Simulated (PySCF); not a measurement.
Start geometry of `[SiH3]O[SiH2][SiH2]S` from GFN2-xTB (Å):
```
atom  x, y, z in Å
Si1    2.793   -0.075    0.027
O2     1.162    0.077    0.211
Si3   -0.304    0.751    0.461
Si4   -1.688   -0.890   -0.257
S5    -3.772   -0.217   -0.121
H6     3.099   -1.324    0.639
H7     3.010   -0.033   -1.419
H8     3.428    1.086    0.687
H9    -0.343    1.111    1.912
H10   -0.343    2.005   -0.287
H11   -1.585   -1.333   -1.640
H12   -1.804   -2.113    0.554
H13   -3.647    0.939   -0.778
```

**Question.** What comes out of this run: PySCF 2.14.0, PBE0-D3(BJ)/def2-SVP geometry optimisation, gas phase?

**Answer.** 
```
atom  x, y, z in Å
Si1    2.879    0.023    0.009
O2     1.234   -0.128   -0.144
Si3   -0.239    0.572    0.179
Si4   -1.971   -0.979   -0.075
S5    -3.798    0.136    0.222
H6     3.502   -1.294   -0.301
H7     3.393    1.055   -0.941
H8     3.233    0.429    1.403
H9    -0.266    1.117    1.573
H10   -0.491    1.708   -0.764
H11   -1.934   -1.667   -1.403
H12   -1.983   -2.010    1.004
H13   -3.555    1.020   -0.771
```

The energy falls by 43.4 kJ/mol over 19 energy and gradient evaluations, the largest force component goes from 0.0408 to 3.1e-04 Eh/bohr, and the atoms move by 0.632 Å rms after alignment. The bond that changes most is Si3–Si4 (oxygen-bound silicon to SiH2 silicon), which lengthens by 0.075 Å. Bonds longer at the end by more than 0.005 Å: 10 of 12; shorter: 1. Among the angles that change most is Si1–O2–Si3, from 160.7° to 145.3°. Among the dihedrals that turn most is H10–Si3–Si4–H11, from 56° to 68°. Rotational constants go from 7456, 631.9, 596.7 to 8150, 595.8, 568.3 MHz. The orientation of the end geometry is arbitrary; only internal coordinates are fixed.

The run used 126 basis functions and 121 SCF cycles in all.

No frequency check. The numbers are those of one conformer.
